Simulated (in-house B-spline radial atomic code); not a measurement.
Successive ionisation energies of indium; each step leads to the configuration of the next row (after the last: [Ne] 3s2). NIST's values go from ground level to ground level; the uncertainty of those that are theory runs from under 0.1 % in few-electron ions to several per cent in heavy many-electron ones. Computed with an all-electron radial atomic-structure program (B-spline basis): non-relativistic Hartree-Fock, average of the configuration, point nuclei.

This level leaves out relativity, spin-orbit splitting included, which matters for heavy ions.

| ion | configuration | ionisation energy (eV) | tabulated value (eV) | tabulated kind | computed minus tabulated (eV) | highest orbital | largest mean radius (bohr) |
| --- | --- | --- | --- | --- | --- | --- | --- |
| In31+ | [Ne] 3s2 3p6 | 1954.6 | 1961 | semi-empirical | -6.4 | 3p | 0.32733 |
| In32+ | [Ne] 3s2 3p5 | 2027.8 | 2028.5 | semi-empirical | -0.7 | 3p | 0.32535 |
| In33+ | [Ne] 3s2 3p4 | 2101.8 | 2111 | semi-empirical | -9.2 | 3p | 0.32341 |
| In34+ | [Ne] 3s2 3p3 | 2176.6 | 2207 | semi-empirical | -30.4 | 3p | 0.32148 |
| In35+ | [Ne] 3s2 3p2 | 2252.3 | 2317 | semi-empirical | -64.7 | 3p | 0.31958 |
| In36+ | [Ne] 3s2 3p1 | 2328.9 | 2373 | semi-empirical | -44.1 | 3p | 0.31771 |

How far is this level of theory from the measured and semi-empirical values?

Over those 6 rows the differences run from -64.7 to -0.738 eV (mean absolute value 26 eV). The calculation leaves out relativity, correlation and, in open shells, the multiplet splittings that an average leaves out.
